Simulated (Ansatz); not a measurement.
Cost and result up the ladder for the cluster Sc₈O₁₂ (20 atoms). Total charge 0; singlet. Geometry: PBE-D4/def2-SVP.

```
atom    x (Å)    y (Å)    z (Å)
 Sc1  -0.6054   1.5108  -1.9889
 Sc2  -0.3355  -3.3416   0.4249
 Sc3  -3.5193   1.3759  -0.6561
 Sc4   1.8362   3.8036  -1.3767
 Sc5  -1.2195   0.1823   1.1138
 Sc6   1.5828   1.3319   1.0343
 Sc7   1.2593  -1.3883   2.0221
 Sc8  -1.8629  -1.4366  -1.9356
  O9  -2.3203   2.3193  -1.7056
 O10   0.0592   0.9502  -0.2031
 O11  -1.1064  -3.0712  -1.2875
 O12  -2.6373  -0.3262  -0.4634
 O13   0.3165   0.4999   2.3670
 O14   1.6052  -2.9203   0.6058
 O15   1.2268  -3.5407   1.9160
 O16   2.8882   2.7183  -0.1686
 O17   2.5643  -0.2616   1.2357
 O18  -0.7550  -1.7263   1.3663
 O19   1.8331   3.5164   0.5569
 O20  -0.8099  -0.1960  -2.8573
```

Ansatz on 2 threads of AMD EPYC 7R13 on a shared host and a share (18 GiB) of an NVIDIA H100 80GB HBM3. Times are rough, and most runs start from the orbitals of an earlier one. No level here is sound enough to serve as a yardstick. Binding counts from free atoms at the same level (Sc doublet, O triplet; other spins of the atoms weren't run), without zero-point energy or a counterpoise term.

Correlated methods freeze 52 core orbitals; core or outer-core shells of Sc are correlated, in sets that lack core-valence functions. The rows differ in basis, and correlated rows in double-zeta sets carry the largest basis error. Single mean-field runs in def2-SVP, def2-TZVP are fitted with def2-universal-jkfit. The structure holds 2 bonds between oxygen atoms, so isomers without such links may lie far lower. No other spin state of charge 0 was run. Another isomer (singlet) lies 8.77 eV lower at PBE0-D4/def2-TZVP; other spin states weren't run for this one.

Run but left out: MP2/def2-SVP (restricted singlet, unstable towards broken spin symmetry).

Correlated methods converge slowly with the basis, most of all in double-zeta sets.

```tsv
level	functions	wall time
PBE-D4/def2-SVP	416	7 s
r2SCAN0-D4/def2-TZVP	732	7.5 s
PBE0-D4/def2-SVP	416	7.5 s
RPA@PBE/def2-SVP	416	14 s
PBE0-D4/def2-TZVP	732	15 s
```

Estimate what each level gives for the binding energy per atom (eV).


```
               level  binding energy per atom (eV)                        remarks
     PBE-D4/def2-SVP                          5.86  restricted SCF unstable in HF
r2SCAN0-D4/def2-TZVP                          5.18  restricted SCF unstable in HF
    PBE0-D4/def2-SVP                          5.41  restricted SCF unstable in HF
    RPA@PBE/def2-SVP                          4.87  restricted SCF unstable in HF
   PBE0-D4/def2-TZVP                          5.30  restricted SCF unstable in HF
```
